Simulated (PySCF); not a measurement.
SMILES F[Si](F)(F)S[Si](F)(F)F at its CAM-B3LYP/def2-SVP optimised geometry (Å):

```
9

Si     0.2148    -1.3661    -3.0327
F      1.4564    -2.3573    -2.9780
F     -0.4112    -1.4516    -4.4916
F      0.7493     0.1130    -2.7721
S     -1.2903    -1.8589    -1.6389
Si    -0.5497    -0.7553     0.0000
F     -1.0755    -1.4412     1.3344
F     -1.0442     0.7553     0.0000
F      1.0442    -0.7553     0.0000
```

Method: CAM-B3LYP/def2-TZVP (PySCF). Cells within 0.4 Å of a nucleus heavier than hydrogen are left out (blank, or x).

Map of the electrostatic potential (hartree/e), clipped to [-0.08, 0.12] on the plane z = 1.0 Å:

```
|0000000000000000000000000000000|
|0000000000000000000000000000000|
|0000000000000000000000000000000|
|0000000000000000000000000000000|
|0000000000000000000000000000000|
|0000000000000000000000000000000|
|0000000000000000000000000000000|
|0000000000000000000000000000000|
|0000000000000000111110000000000|
|0000000000000011111111000000000|
|1000000001222112211111000000000|
|1110000112343333322111000000000|
|1111111123566555433211000000000|
|1111112235789998653211000000000|
|1111222357999999974311000000000|
|1112223579999999996321000000000|
|1122234699999999997431000000000|
|1122335799999999998532100000000|
|1222335799999999999642100000000|
|1122235899999999998642100000000|
|1122234999999999997531000000000|
|1112224999xx9999996421000000000|
|1111223999x99999974321000000000|
|1111112599999998754211000000000|
|1111111369999976543211000000000|
|1111111124565444332211100000000|
|1111111112222333322211100000000|
|1111111111112222222111110000000|
|1111111111111122221111110000000|
|1111111111111111111111111000000|
|1111111111111111111111111000000|
```
Scale: ten equal steps from -0.013 (start of '0') to 0.120 (end of '9'), in the order '0123456789'; x runs from -3.50 to 3.50, y from -3.50 (bottom) to 3.50 (top).
